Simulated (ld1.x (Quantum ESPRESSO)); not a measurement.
# Before and after: TM potential for K

```
Element                 : potassium (K)
Generator               : ld1.x (Quantum ESPRESSO) 7.5
Type                    : norm-conserving Troullier–Martins (Kleinman–Bylander form)
Functional              : PBE
Relativity              : scalar-relativistic
Frozen core             : [Ne]
Valence charge          : 9
Reference configuration : 3s2 3p6 4s0.5 4p0.5
Partial waves           : 3p (bound): rc 1.80 bohr; 3d channel at 0.05 Ry: rc 1.70 bohr; 3s (bound): rc 1.80 bohr
Local potential         : the s channel
Core correction         : none
```

Occupied shells without a wave of their own: 4p, 4s. They enter only through the test configuration that unscreens the potential.

All-electron outer shells of the reference configuration (PBE, scalar-relativistic, ld1.x):

| shell | level (eV) | outermost node (bohr) | outermost maximum (bohr) |
| --- | --- | --- | --- |
| 2p | -280.88 | – | 0.26 |
| 3s | -36.10 | 0.48 | 1.08 |
| 3p | -19.56 | 0.45 | 1.15 |
| 4s | -2.67 | 1.58 | 4.08 |
| 4p | -1.12 | 1.87 | 5.79 |

Change: all radii scaled by about 1.37 (s 2.46, p 2.46, d 2.32 bohr).

Cutoffs: the cutoffs (Ry, on a coarse ladder) from which the occupation-weighted sum of valence levels, in a spherical-Bessel basis at the reference potential, stays within 10 and 1 mRy of its value at 400 Ry; they do not see the model core or the augmentation charge, which bear on the density cutoff. Errors are all-electron minus pseudo energies relative to the spin-unpolarised reference configuration.

**Question.** How do hardness, ghosts and transferability respond?

**Answer.** The potential gets softer (30 Ry and 50 Ry → 25 Ry and 35 Ry); the miss of the reference levels goes from 0.12 to 0.45 eV; of the 6 tests that both files solve, the error grows in 6 and shrinks in 0 by more than 15 % and 0.3 meV (median size 81.6 → 312.0 meV); neither file shows a bound ghost. A larger radius leaves more room for a smooth pseudo-wave, so fewer plane waves are needed. More of the atom is replaced by a form fitted at one configuration, so other configurations suffer.

```csv
quantity,base,changed
"cutoff, loose",30 Ry,25 Ry
"cutoff, tight",50 Ry,35 Ry
loose cutoff by channel (10 mRy a level),"p 21 Ry, s 21 Ry","p 18 Ry, s 8 Ry"
bound ghosts,none,none
"largest miss of a reference level, eV",0.12,0.45
"error for 3s2 3p6 4s1 4p0, meV [ΔE -0.77 eV]",+49,+189
"error for 3s2 3p6 4s0 4p0, meV [ΔE 3.55 eV]",-107,-405
"error for 3s2 3p6 4s0.5 4p0, meV [ΔE 0.88 eV]",-6.6,-27
"error for 3s2 3p5 4s1 4p0, meV [ΔE 24.16 eV]",+218,+658
"error for 3s2 3p6 4s0 4p1, meV [ΔE 0.79 eV]",-56,-219
"error for 3s1 3p6 4s1 4p0, meV [ΔE 41.23 eV]",+203,+540
```

Base: The 4p, 4s levels have no wave, so the channel is fitted at the deeper level alone: the likely source of the large errors. Changed file: The 4p, 4s levels have no wave, so the channel is fitted at the deeper level alone: the likely source of the large errors.
